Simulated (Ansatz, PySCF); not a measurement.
Energy landscape of AlF2, doublet: symmetric bend, bond length relaxed. Scanned: F-Al-F angle. Other coordinates (Al-F bond length) were minimised at B3LYP/def2-TZVP.

UKS-B3LYP/6-31G* = unrestricted B3LYP/6-31G*, spherical d (PySCF); UKS-PBE/cc-pVTZ = unrestricted PBE/cc-pVTZ (Ansatz, a quantum-chemistry and plane-wave program); CCSD(T) on UHF/cc-pVTZ, 7 core orbitals frozen (PySCF).

Energies relative to the lowest point of each profile, in kcal/mol:

| a / ° | UKS-B3LYP/6-31G* | UKS-PBE/cc-pVTZ |
|---|---|---|
| 180 | 15.15 | 11.80 |
| 170 | 14.01 | 10.90 |
| 160 | 11.05 | 8.57 |
| 150 | 7.29 | 5.57 |
| 140 | 3.72 | 2.74 |
| 130 | 1.09 | 0.72 |
| 120 | 0.00 | 0.00 |
| 110 | 1.09 | 1.06 |
| 100 | 4.99 | 4.67 |
| 90 | 12.67 | 11.85 |
| 80 | 26.12 | 24.46 |

### Question
Estimate the CCSD(T) values at these points.

### Answer
180: 17.15; 170: 15.68; 160: 12.05; 150: 7.73; 140: 3.87; 130: 1.13; 120: 0.00; 110: 0.99; 100: 4.88; 90: 12.79; 80: 26.79 (kcal/mol).
